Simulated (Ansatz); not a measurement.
`[AlH2][O][GaH2]` + CH₃NH₂ → `C[NH][AlH2]` + `[OH][GaH2]` at 500 K and 1 bar (ligand exchange at the Al–O bond).

Calculated with Ansatz (gas phase, PBE0-D4/def2-TZVP geometries, no zero-point term in ΔE). CCSD(T)/CBS is the MP2 limit (def2-TZVPP, def2-QZVPP) plus CCSD(T) − MP2 in def2-TZVPP, frozen cores. For Ga outer-core shells are correlated without core-valence functions, which leaves a few kJ/mol of doubt a bond. Scalar relativity is left out up to krypton.

```json
{"species": "`[AlH2][O][GaH2]`", "CCSD(T)/CBS energy (Eh)": "-2243.58748", "H − E (kJ/mol)": "119.9", "S (J/(mol·K))": "379.7"}
{"species": "CH₃NH₂", "CCSD(T)/CBS energy (Eh)": "-95.75281", "H − E (kJ/mol)": "191.8", "S (J/(mol·K))": "270.3"}
{"species": "`C[NH][AlH2]`", "CCSD(T)/CBS energy (Eh)": "-338.38977", "H − E (kJ/mol)": "213.6", "S (J/(mol·K))": "341.5"}
{"species": "`[OH][GaH2]`", "CCSD(T)/CBS energy (Eh)": "-2000.92981", "H − E (kJ/mol)": "96.0", "S (J/(mol·K))": "296.8"}
```

H − E and S are ideal-gas, rigid-rotor, harmonic terms from PBE0-D4/def2-TZVP. 1 Eh = 2625.50 kJ/mol, R = 8.31446 J/(mol·K).

Problem. By hand: ΔE, ΔH, ΔS and ΔG.

Solution. ΔE = (-338.38977) + (-2000.92981) − (-2243.58748) − (-95.75281) = 0.02071 Eh = 54.4 kJ/mol. Δ(H − E) = 213.6 + 96.0 − 119.9 − 191.8 = -2.1, so ΔH = 52.3 kJ/mol. ΔS = 341.5 + 296.8 − 379.7 − 270.3 = -11.7 J/(mol·K). ΔG = 52.3 − 500 × (-11.7)/1000 = 58.1 kJ/mol.

Problem. By hand: the equilibrium constant, and the temperature at which ΔG would vanish if ΔH and ΔS stayed fixed.

Solution. log₁₀ K = −ΔG/(RT ln 10) = -6.1. ΔH and −TΔS have one sign here, so there is no such temperature.

The number of gas molecules stays the same, so ΔS is small and ΔH decides. A doubt of 5 kJ/mol in ΔE shifts log₁₀ K by 0.5 here. These are equilibria of isolated gas molecules and say nothing of rates. Largest T1 diagnostic: 0.015 (customary marks: 0.02 for closed shells, 0.045 for open ones).
